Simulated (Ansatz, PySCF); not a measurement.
CF, SMILES [C]F (connectivity only; charge and spin as stated), charge +1, multiplicity 1.

Geometry optimised at PBE0-D3(BJ)/def2-TZVPD.

Two levels are set side by side: PBE/def2-TZVPD (Ansatz, a first-principles code) and EOM-CCSD/aug-cc-pVDZ (PySCF). PBE by ΔSCF, the other level by its IP root; same geometry, the bases differ. Differences are taken from unrounded values.

| quantity | EOM-CCSD |
|---|---|
| vertical ionisation energy (eV) | 26.00 |

Problem. What does PBE give, and how far is it from EOM-CCSD? (An estimate is asked for; the answer gives what the named calculation found.)

Solution. 
```
quantity                           PBE  PBE minus EOM-CCSD
-------------------------------  -----  ------------------
vertical ionisation energy (eV)  25.59               -0.42
```

On these quantities the two levels nearly agree.
